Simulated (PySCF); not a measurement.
## Orbital picture of CdN

PBE at R = 2.397 Å; PySCF, scalar-relativistic core potentials, basis sets Cd def2-SVPD with ECP28, N def2-SVPD. State: ⁴Σ⁻ (quartet), unpaired electrons σ ↑, π ↑↑. Only the outer orbitals are listed, counted within each symmetry, core potentials removing the inner ones.

```json
{"spin": "α", "orbital": "6σ", "occ.": "1", "ε (eV)": "-7.74", "on Cd (%)": "34", "main shells (%)": "66 N p, 30 Cd s"}
{"spin": "α", "orbital": "3π", "occ.": "1", "ε (eV)": "-7.39", "on Cd (%)": "3", "main shells (%)": "97 N p"}
{"spin": "α", "orbital": "3π", "occ.": "1", "ε (eV)": "-7.39", "on Cd (%)": "3", "main shells (%)": "97 N p"}
{"spin": "α", "orbital": "7σ", "occ.": "1", "ε (eV)": "-5.18", "on Cd (%)": "77", "main shells (%)": "66 Cd s, 22 N p, 10 Cd p"}
{"spin": "α", "orbital": "4π", "occ.": "0", "ε (eV)": "-1.23", "on Cd (%)": "98", "main shells (%)": "98 Cd p"}
{"spin": "α", "orbital": "4π", "occ.": "0", "ε (eV)": "-1.23", "on Cd (%)": "98", "main shells (%)": "98 Cd p"}
{"spin": "α", "orbital": "8σ", "occ.": "0", "ε (eV)": "-0.05", "on Cd (%)": "104", "main shells (%)": "99 Cd p"}
{"spin": "β", "orbital": "6σ", "occ.": "1", "ε (eV)": "-6.27", "on Cd (%)": "73", "main shells (%)": "72 Cd s, 27 N p"}
{"spin": "β", "orbital": "7σ", "occ.": "0", "ε (eV)": "-3.63", "on Cd (%)": "46", "main shells (%)": "51 N p, 25 Cd s, 20 Cd p"}
{"spin": "β", "orbital": "3π", "occ.": "0", "ε (eV)": "-3.57", "on Cd (%)": "13", "main shells (%)": "87 N p, 13 Cd p"}
{"spin": "β", "orbital": "3π", "occ.": "0", "ε (eV)": "-3.57", "on Cd (%)": "13", "main shells (%)": "87 N p, 13 Cd p"}
```

Q: Which are the highest filled and the lowest empty level, where do they sit, and how wide is the gap?

A: Highest filled α 7σ at -5.18 eV (in %: 66 Cd s, 22 N p, 10 Cd p); lowest empty β 7σ at -3.63 eV (in %: 51 N p, 25 Cd s, 20 Cd p); the gap at PBE is 1.55 eV.

```
bond order (Mayer)                              : 0.67
⟨S²⟩                                            : 3.761
charge on Cd (Mulliken, basis-dependent)        : 0.12
charge on Cd (Löwdin, basis-dependent)          : 0.17
dipole moment (positive dipole means Cd(−)N(+)) : -1.12 D
polarisability along the bond                   : 75.9 bohr³
polarisability across the bond                  : 43.7 bohr³
```

Shares are Mulliken populations and can fall outside 0 to 100 %.

Spin–orbit coupling is left out. The state was picked by a PBE0 search and need not be the measured ground state.
